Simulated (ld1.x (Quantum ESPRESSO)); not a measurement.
**Before and after: TM potential for molybdenum**

ld1.x (Quantum ESPRESSO) 7.5 input, shortened:

```
&input
   title='Mo', zed=42., rel=1, dft='PZ', iswitch=3,
   config='[Kr] 4d5 5s1 5p0'
 /
 &inputp
   pseudotype=2, tm=.true., lloc=1,
   nlcc=.false.
 /
3
5S  1  0   1.00   0.00  2.50  2.50  0.0
4D  3  2   5.00   0.00  1.60  1.60  0.0
4P  2  1   6.00   0.00  1.25  1.25  0.0
 &test
   configts(1)='4p6 4d5 5s1 5p0'
 /
```

Change: wave 5s (bound): rc 2.50 bohr becomes 5s (bound): rc 2.56 bohr.

Cutoffs: the cutoffs (Ry, on a coarse ladder) from which the occupation-weighted sum of valence levels, in a spherical-Bessel basis at the reference potential, stays within 10 and 1 mRy of its value at 400 Ry; they do not see the model core or the augmentation charge, which bear on the density cutoff. Errors are all-electron minus pseudo energies relative to the spin-unpolarised reference configuration.

Problem. How do hardness, ghosts and transferability respond?

Solution. The potential gets neither clearly harder nor softer (90 Ry and 140 Ry → 90 Ry and 140 Ry); both files keep a bound ghost (s); the errors of the 9 common tests hardly move.

| quantity | base | changed |
| --- | --- | --- |
| cutoff, loose | 90 Ry | 90 Ry |
| cutoff, tight | 140 Ry | 140 Ry |
| bound ghosts | s | s |
| error for 4p6 4d5 5s0 5p0, meV [ΔE 7.19 eV] | -9.2 | -9.6 |
| error for 4p6 4d4 5s0 5p0, meV [ΔE 22.89 eV] | +14 | +15 |
| error for 4p6 4d3 5s0 5p0, meV [ΔE 49.85 eV] | +55 | +57 |
| error for 4p6 4d5.5 5s0.5 5p0, meV [ΔE 0.31 eV] | -5.3 | -5.5 |
| error for 4p6 4d5 5s0.5 5p0, meV [ΔE 2.86 eV] | -2.3 | -2.4 |
| error for 4p6 4d4 5s1 5p0, meV [ΔE 8.26 eV] | -16 | -15 |
| error for 4p6 4d4 5s2 5p0, meV [ΔE 0.14 eV] | -33 | -34 |
| error for 4p6 4d5 5s1 5p0 (spin-polarised), meV [ΔE -3.92 eV] | +429 | +429 |
| error for 4p6 4d5 5s0 5p0 (spin-polarised), meV [ΔE 3.80 eV] | +418 | +417 |

Base: These tests converged, but a pseudo level misses the all-electron one widely, so the file describes the atom poorly there or has found another state: 4p6 4d3 5s0 5p0: empty 5s by 2.8 eV (a node warning on the way). Changed file: These tests converged, but a pseudo level misses the all-electron one widely, so the file describes the atom poorly there or has found another state: 4p6 4d3 5s0 5p0: empty 5s by 3.3 eV (a node warning on the way). A true bound ghost makes a file unfit for plane-wave use even where its test errors are small: the radial tests pick states by their node count and pass the ghost by.
